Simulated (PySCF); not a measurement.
Isomers of C5H10Se, mass 149.995 u with the commonest isotopes. Method: PBE0-D3(BJ)/def2-SVP geometry optimisation, gas phase in PySCF 2.14.0. One conformer each, none proved a minimum here; rigid rotors.

Problem. Order these by radius of gyration √(Σ m r²/M), largest first.
A. `[CH3:1][CH2:2][CH:3]1[CH2:4][Se:5][CH2:6]1` with C1–C2–C3–C4 180°, C2–C3–C4–Se5 145°, C3–C4–Se5–C6 -16°, C4–Se5–C6–C3 16°, C2–C3–C6–Se5 -145°
B. `[CH2:1]=[C:2]([CH3:3])[C@H:4]([CH3:5])[SeH:6]` with C1–C2–C4–C5 22°, C2–C4–Se6–H -157°
C. `[CH2:1]=[C:2]([CH3:3])[CH2:4][CH2:5][SeH:6]` with C1–C2–C4–C5 107°, C2–C4–C5–Se6 176°, C4–C5–Se6–H 65°

Solution. C (2.191 Å), A (1.860 Å), B (1.740 Å).

Problem. Order these by rotational constant C, smallest first.
A. `[CH2:1]=[C:2]([CH3:3])[CH2:4][CH2:5][SeH:6]` with C1–C2–C4–C5 107°, C2–C4–C5–Se6 176°, C4–C5–Se6–H 65°
B. `[CH2:1]=[C:2]([CH3:3])[C@H:4]([CH3:5])[SeH:6]` with C1–C2–C4–C5 22°, C2–C4–Se6–H -157°
C. `[CH3:1][CH2:2][CH:3]1[CH2:4][Se:5][CH2:6]1` with C1–C2–C3–C4 180°, C2–C3–C4–Se5 145°, C3–C4–Se5–C6 -16°, C4–Se5–C6–C3 16°, C2–C3–C6–Se5 -145°

Solution. A (716.6 MHz), C (995.6 MHz), B (1212 MHz).

Problem. Order these by rotational constant B, largest first.
A. `[CH2:1]=[CH:2][Se:3][CH2:4][CH2:5][CH3:6]` with C1–C2–Se3–C4 -154°, C2–Se3–C4–C5 72°, Se3–C4–C5–C6 179°
B. `[CH2:1]=[C:2]([CH3:3])[C@H:4]([CH3:5])[SeH:6]` with C1–C2–C4–C5 22°, C2–C4–Se6–H -157°
C. `[CH3:1][CH2:2][CH:3]1[CH2:4][Se:5][CH2:6]1` with C1–C2–C3–C4 180°, C2–C3–C4–Se5 145°, C3–C4–Se5–C6 -16°, C4–Se5–C6–C3 16°, C2–C3–C6–Se5 -145°
D. `[CH2:1]=[C:2]([CH3:3])[CH2:4][CH2:5][SeH:6]` with C1–C2–C4–C5 107°, C2–C4–C5–Se6 176°, C4–C5–Se6–H 65°

Solution. B (1519 MHz), A (1222 MHz), C (1099 MHz), D (763.1 MHz).

| SMILES | point group | Ia (u·Å²) | Ib (u·Å²) | Ic (u·Å²) | κ | μa (D) | μb (D) | μc (D) |
| --- | --- | --- | --- | --- | --- | --- | --- | --- |
| CCC1C[Se]C1 | C1 | 70.26 | 460.06 | 507.60 | -0.97 | 1.90 | 0.28 | 0.01 |
| C=C(C)CC[SeH] | C1 | 73.18 | 662.28 | 705.29 | -0.98 | 1.18 | 0.11 | 0.18 |
| C=C[Se]CCC | C1 | 127.11 | 413.66 | 507.51 | -0.85 | 1.26 | 0.69 | 0.44 |
| C=C(C)[C@H](C)[SeH] | C1 | 158.40 | 332.63 | 416.86 | -0.69 | 0.63 | 0.54 | 1.16 |
